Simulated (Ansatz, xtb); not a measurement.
## Relative energy of two isomers of C4H2FNO

Structure I is `N#CCC(F)=C=O`, a singlet and structure II is `N#CC1=CO[C@@H]1F`, a singlet. Both are isolated molecules in the gas phase, relaxed with PBE-D3(BJ)/def2-SVP; the shapes shown needn't be the lowest conformers.

I (Å):

```xyz
9

C    -0.1285    0.1511   -0.5525
C     0.8470   -0.9294   -0.7569
C     1.3075   -1.5676    0.5213
C     1.0303   -2.8345    0.8492
F     2.0006   -0.7852    1.3865
N    -0.9016    1.0134   -0.3825
O     0.7886   -3.9598    1.0988
H     0.4009   -1.6968   -1.4243
H     1.7244   -0.5128   -1.3026
```

II (Å):

```yaml
atoms:
  - { symbol: C, position_ang: [-0.7575, -0.0783, 0.3247] }
  - { symbol: C, position_ang: [0.5609, -0.4744, 0.0553] }
  - { symbol: C, position_ang: [1.7993, -0.3817, 0.6227] }
  - { symbol: C, position_ang: [1.2462, -1.3500, -0.9908] }
  - { symbol: F, position_ang: [1.2794, -0.9382, -2.2659] }
  - { symbol: N, position_ang: [-1.8720, 0.2432, 0.5266] }
  - { symbol: O, position_ang: [2.5295, -1.0906, -0.2963] }
  - { symbol: H, position_ang: [2.2656, 0.0196, 1.5345] }
  - { symbol: H, position_ang: [1.0283, -2.4386, -0.9434] }
```

Estimate which is lower in electronic energy at CCSD(T)/def2-SVP + ΔMP2/def2-TZVPP, and by roughly how much.

The CCSD(T)/def2-SVP + ΔMP2/def2-TZVPP calculation puts structure I lower, by 3.6 kcal/mol.

Level by level:

```json
{"level": "PBE-D3(BJ)/def2-SVP", "geometry": "PBE-D3(BJ)/def2-SVP", "E(II) − E(I) (kcal/mol)": "+2.0", "departure from the last row (kcal/mol)": "−1.6", "job, with rough time for the two": "optimisation, 32 s"}
{"level": "HF/def2-SVP", "geometry": "PBE-D3(BJ)/def2-SVP", "E(II) − E(I) (kcal/mol)": "+7.1", "departure from the last row (kcal/mol)": "+3.5", "job, with rough time for the two": "part of the CCSD(T) run"}
{"level": "MP2/def2-SVP", "geometry": "PBE-D3(BJ)/def2-SVP", "E(II) − E(I) (kcal/mol)": "+6.4", "departure from the last row (kcal/mol)": "+2.7", "job, with rough time for the two": "part of the CCSD(T) run"}
{"level": "CCSD(T)/def2-SVP", "geometry": "PBE-D3(BJ)/def2-SVP", "E(II) − E(I) (kcal/mol)": "+6.3", "departure from the last row (kcal/mol)": "+2.7", "job, with rough time for the two": "single point"}
{"level": "CCSD(T)/def2-SVP + ΔMP2/def2-TZVPP", "geometry": "PBE-D3(BJ)/def2-SVP", "E(II) − E(I) (kcal/mol)": "+3.6", "departure from the last row (kcal/mol)": "", "job, with rough time for the two": "single point, 47 s"}
```

As drawn, II has 2 C–O in place of 1 C=O. Structure I has no ring, II a 4-membered ring.

The levels shown agree on the order. The largest departure from CCSD(T)/def2-SVP + ΔMP2/def2-TZVPP is that of HF/def2-SVP, 3.5 kcal/mol. Levels run at GFN2-xTB geometries aren't shown. The last row adds to CCSD(T) the change of the MP2 difference between the two basis sets, here −2.7 kcal/mol.

With harmonic frequencies from PBE-D3(BJ)/def2-SVP (ideal gas, rigid rotor, one conformer each, 298.15 K, 1 atm): on the last row, ΔE + ΔZPE = +4.9, ΔH = +4.2, ΔG = +6.1 kcal/mol.

The correlated steps freeze 7 core orbitals. Run with Ansatz 0.2.0; the last row on 2 threads of Intel(R) Xeon(R) Processor @ 2.70GHz on a shared host.
